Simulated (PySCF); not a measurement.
## Radial density of Se⁺ (selenium, charge +1)

UHF, [Ar] 3d10 4s1 4p4, high-spin 4P determinant (an excited configuration). All numbers are calculated (PySCF 2.14, scalar relativity through the core potential, in aug-cc-pVQZ-PP with ECP10MDF (7s6p5d3f2g, 89 functions)). This is the valence pseudo-density: the core potential removes the inner electrons and smooths the orbitals near the nucleus.

```json
{"r (bohr)": "0.000590", "4πr²ρ (e/bohr)": "2.865e-05", "4πr²(ρα − ρβ)": "0.0000"}
{"r (bohr)": "0.000992", "4πr²ρ (e/bohr)": "8.045e-05", "4πr²(ρα − ρβ)": "0.0000"}
{"r (bohr)": "0.00167", "4πr²ρ (e/bohr)": "0.0002232", "4πr²(ρα − ρβ)": "0.0000"}
{"r (bohr)": "0.00281", "4πr²ρ (e/bohr)": "0.0006018", "4πr²(ρα − ρβ)": "0.0000"}
{"r (bohr)": "0.00472", "4πr²ρ (e/bohr)": "0.001550", "4πr²(ρα − ρβ)": "0.0001"}
{"r (bohr)": "0.00794", "4πr²ρ (e/bohr)": "0.003784", "4πr²(ρα − ρβ)": "0.0003"}
{"r (bohr)": "0.0134", "4πr²ρ (e/bohr)": "0.008368", "4πr²(ρα − ρβ)": "0.0007"}
{"r (bohr)": "0.0225", "4πr²ρ (e/bohr)": "0.01622", "4πr²(ρα − ρβ)": "0.0013"}
{"r (bohr)": "0.0378", "4πr²ρ (e/bohr)": "0.02941", "4πr²(ρα − ρβ)": "0.0019"}
{"r (bohr)": "0.0636", "4πr²ρ (e/bohr)": "0.09797", "4πr²(ρα − ρβ)": "0.0022"}
{"r (bohr)": "0.107", "4πr²ρ (e/bohr)": "0.7433", "4πr²(ρα − ρβ)": "0.0012"}
{"r (bohr)": "0.180", "4πr²ρ (e/bohr)": "4.795", "4πr²(ρα − ρβ)": "0.0084"}
{"r (bohr)": "0.303", "4πr²ρ (e/bohr)": "19.49", "4πr²(ρα − ρβ)": "0.1857"}
{"r (bohr)": "0.509", "4πr²ρ (e/bohr)": "32.39", "4πr²(ρα − ρβ)": "0.2496"}
{"r (bohr)": "0.856", "4πr²ρ (e/bohr)": "12.23", "4πr²(ρα − ρβ)": "0.1807"}
{"r (bohr)": "1.44", "4πr²ρ (e/bohr)": "3.651", "4πr²(ρα − ρβ)": "1.8902"}
{"r (bohr)": "2.42", "4πr²ρ (e/bohr)": "1.852", "4πr²(ρα − ρβ)": "1.0476"}
{"r (bohr)": "4.07", "4πr²ρ (e/bohr)": "0.1674", "4πr²(ρα − ρβ)": "0.0437"}
{"r (bohr)": "6.85", "4πr²ρ (e/bohr)": "0.001219", "4πr²(ρα − ρβ)": "-0.0005"}
```

Energies and moments cover only the electrons outside the core potential.
